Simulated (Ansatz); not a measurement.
`[CH]=C[SiH](O)O` radical at its PBE0-D4/def2-TZVP geometry, where that method's forces vanish. The species carries charge 0 and has multiplicity 2.

```xyz
10

C     0.7881    0.9843   -1.6910
C     0.1416   -0.0899   -1.3295
Si   -0.5279   -0.2763    0.3972
O    -0.0018   -1.6665    1.0955
O    -0.0309    1.0744    1.1893
H     1.0706    1.9150   -1.2165
H    -0.0105   -0.9083   -2.0364
H    -2.0028   -0.4084    0.4372
H     0.9421   -1.8352    1.0789
H    -0.3686    1.2109    2.0754
```

Problem. What forces (eV/Å) does r2SCAN-D4/def2-TZVPP give on these atoms in Ansatz 0.2.0? (Estimate.)

Solution. The calculation gave: 
```
C1   0.103  0.167 -0.046
C2  -0.093 -0.126  0.061
Si3 -0.063  0.001 -0.039
O4  -0.010 -0.060  0.028
O5   0.027  0.053 -0.009
H6  -0.009 -0.022 -0.011
H7   0.003 -0.005 -0.008
H8   0.023 -0.005 -0.003
H9   0.027 -0.011  0.001
H10 -0.007  0.008  0.027
```
